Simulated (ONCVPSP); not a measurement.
**Scattering properties, ONCV potential for Zn**

zinc, optimised norm-conserving Vanderbilt (ONCV), made with ONCVPSP 4.0.1 (PBEsol, scalar-relativistic). Core [Ne], reference 3s2 3p6 3d10 4s2. Waves: 3s+4s: rc 1.25 bohr, ncon 5, nbas 9, qcut 12.4 1/bohr, 3 projectors, debl 1.8 Ha; 3p: rc 0.80 bohr, ncon 4, nbas 9, qcut 17.9 1/bohr, 2 projectors, debl 1.4 Ha; 3d: rc 1.20 bohr, ncon 3, nbas 8, qcut 11.6 1/bohr, 3 projectors, debl 0.7 Ha. Local part: polynomial inside 0.60 bohr (lpopt 3, dvloc0 2 Ha). Core correction: none.

In the p channel the program set the typed energies aside and used -3.060, 0.250 Ha.

The phase is arctan(r·R′/R) of the radial function R(r), unwrapped; energies in Ha, scanned from -6 to 5 Ha. A pole is an energy at which the radial function vanishes at the test radius. The pseudo phase is shifted by a multiple of π to meet the all-electron one at the reference energy, and phase errors are pseudo minus all-electron; the curves can meet again beyond the range given. Levels narrower than the energy grid can be missing from the lists of poles.

**Question.** For each channel, where are the poles, and over which energies does the pseudopotential scatter like the atom?

**Answer.**

```csv
channel,radius (bohr),reference energy (Ha),"poles, all-electron","poles, pseudo",unbroken range about the reference energy with phases within 0.05 rad,phase error 1 Ha above the reference energy (rad)
s,1.27,-0.22,-4.31,-4.31,the whole range,+0.000
p,0.81,-3.06,2.38,2.38,the whole range,+0.000
d,1.22,-0.37,0.58,0.58,the whole range,-0.000
```

Phases in the p channel:

```tsv
E (Ha)	all-electron	pseudo
-5.96	-0.138	-0.138
-5.68	-0.271	-0.271
-5.40	-0.402	-0.402
-5.12	-0.526	-0.526
-4.84	-0.640	-0.640
-4.56	-0.743	-0.743
-4.28	-0.835	-0.835
-4.00	-0.916	-0.916
-3.72	-0.988	-0.988
-3.44	-1.051	-1.051
-3.16	-1.107	-1.107
-2.88	-1.156	-1.156
-2.60	-1.200	-1.200
-2.32	-1.238	-1.238
-2.04	-1.273	-1.273
-1.76	-1.305	-1.305
-1.48	-1.333	-1.333
-1.20	-1.360	-1.360
-0.92	-1.383	-1.383
-0.64	-1.405	-1.405
-0.36	-1.426	-1.426
-0.08	-1.445	-1.445
0.20	-1.462	-1.462
0.48	-1.479	-1.479
0.76	-1.494	-1.494
1.04	-1.509	-1.509
1.32	-1.523	-1.523
1.60	-1.536	-1.536
1.88	-1.549	-1.549
2.16	-1.561	-1.561
2.44	-1.573	-1.573
2.72	-1.585	-1.585
3.00	-1.596	-1.596
3.28	-1.607	-1.607
3.56	-1.617	-1.617
3.84	-1.628	-1.628
4.12	-1.638	-1.638
4.40	-1.648	-1.648
4.68	-1.658	-1.658
4.96	-1.668	-1.669
```
